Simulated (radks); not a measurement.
Results of a calculation; reference values are marked as such.
Task: P, 15 electrons, occupied as [Ne] 3s2 3p3. Level of theory: non-relativistic Kohn-Sham, LDA (Slater exchange, Perdew-Wang correlation), spin-polarised, spherical densities, point nucleus; open shells are filled with parallel spins first (a radial shooting solver on a logarithmic mesh with Libxc functionals). Some entries of the table are withheld. Estimate them.

| orbital | occ. | eigenvalue (hartree) | <r> (bohr) |
|---|---|---|---|
| 1s up | 1 | -76.04931 | 0.1043 |
| 1s down | 1 | -76.03671 | 0.1043 |
| 2s up | 1 | -6.31954 | 0.5243 |
| 2s down | 1 | -6.30498 | 0.5238 |
| 2p up | 3 | -4.56837 | 0.4872 |
| 2p down | 3 | -4.55022 | 0.4865 |
| 3s up | 1 | (1) | 1.892 |
| 3s down | 1 | (2) | 1.922 |
| 3p up | 3 | -0.23110 | 2.327 |
| 3p down | 0 | -0.15170 | 2.497 |
| 4s up | 0 | -0.01466 | 7.492 |
| 4s down | 0 | -0.00627 | 9.536 |

Result: 
(1) 3s up eigenvalue (hartree): -0.53998
(2) 3s down eigenvalue (hartree): -0.45044
